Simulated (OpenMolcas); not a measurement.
# Computed transition rates of Ne II

- Program: OpenMolcas 26.06
- Method: RASSCF
- Basis: ANO-RCC [8s7p4d3f2g]
- Scalar Hamiltonian: DKH2, point nucleus
- Active space: 5 electrons in 9 orbitals (RAS2 2p; RAS3 3s 3d, at most 1 electron)
- State averaging: 2S+1 = 2 odd, 3 roots; 2S+1 = 4 even, 18 roots; 2S+1 = 2 even, 24 roots
- Spin-orbit coupling: RASSI with atomic mean-field integrals over the reference wave functions, term energies averaged over their components

Rates come from the transition moments of the reference wave functions (E1 and E2 in the length form). At fixed line strength A goes as λ^-3 for E1 and M1 and as λ^-5 for E2, so a rate at the computed wavelength can be rescaled to the measured one. Measured vacuum wavelengths follow from level energies in NIST Handbook of Basic Atomic Spectroscopic Data. Branching counts decays inside the model space alone, at computed energies, and the table is only a selection of the E1 lines, drawn from those between levels with measured partners whose computed energy lies within a factor of 1.5 of the measured one.

```tsv
Upper	Lower	Type	λ computed (nm)	λ measured (nm)	A computed (s-1)	A rescaled (s-1)	Branching %
2s2 2p4 3s 2P 3/2	2s2 2p5 2P* 3/2	E1	46.25	44.63	2.63e+09	2.93e+09	84.2
2s2 2p4 3s 2P 1/2	2s2 2p5 2P* 1/2	E1	46.29	44.66	2.07e+09	2.31e+09	65.9
2s2 2p4 3s 2D 5/2	2s2 2p5 2P* 3/2	E1	41.62	40.59	1.51e+09	1.63e+09	100.0
2s2 2p4 3s 2D 3/2	2s2 2p5 2P* 1/2	E1	41.76	40.71	1.28e+09	1.38e+09	85.2
2s2 2p4 3s 2P 1/2	2s2 2p5 2P* 3/2	E1	46.13	44.5	1.07e+09	1.19e+09	34.1
2s2 2p4 3s 2P 3/2	2s2 2p5 2P* 1/2	E1	46.42	44.78	4.94e+08	5.50e+08	15.8
2s2 2p4 3s 2D 3/2	2s2 2p5 2P* 3/2	E1	41.62	40.58	2.22e+08	2.40e+08	14.8
2s2 2p4 3s 4P 3/2	2s2 2p5 2P* 3/2	E1	47.36	45.53	5.12e+06		89.4
2s2 2p4 3s 4P 1/2	2s2 2p5 2P* 1/2	E1	47.46	45.63	1.73e+06		87.5
2s2 2p4 3s 4P 3/2	2s2 2p5 2P* 1/2	E1	47.53	45.69	6.09e+05		10.6
2s2 2p4 3s 4P 1/2	2s2 2p5 2P* 3/2	E1	47.29	45.47	2.47e+05		12.5
2s2 2p4 3s 4P 5/2	2s2 2p5 2P* 3/2	E1	47.47	45.63	2.05e+05		100.0
```

Spin-changing lines and M1 lines between different terms are not rescaled, since their strength hangs on the term gaps too.

The largest correction is for 2s2 2p4 3s 2P 1/2 → 2s2 2p5 2P* 3/2 (E1): 1.07e+09 × (46.13 / 44.5)^3 = 1.19e+09 s-1, a factor of 1.11.

No measured rate stands beside these. Rescaling mends the energy factor alone: line strengths can still be far off where a level mixes with configurations outside the active space, and weak or spin-changing lines hang on small mixing coefficients that depend on the term gaps too, so rescaling need not improve them.

Without dynamic correlation excited terms often stand tens of per cent too high (terms of higher spin than the ground term too low), and those without a measured partner can miss by more than the paired ones. ANO sets are built for valence states and can reach diffuse excited orbitals poorly. Measured partners are found by configuration, term and J. A level has none where our copy of the source lacks it or the pairing is in doubt (some pairs that miss far off the trend of their configuration count as doubtful). Levels of configurations outside the active space are missing.

* marks odd parity.
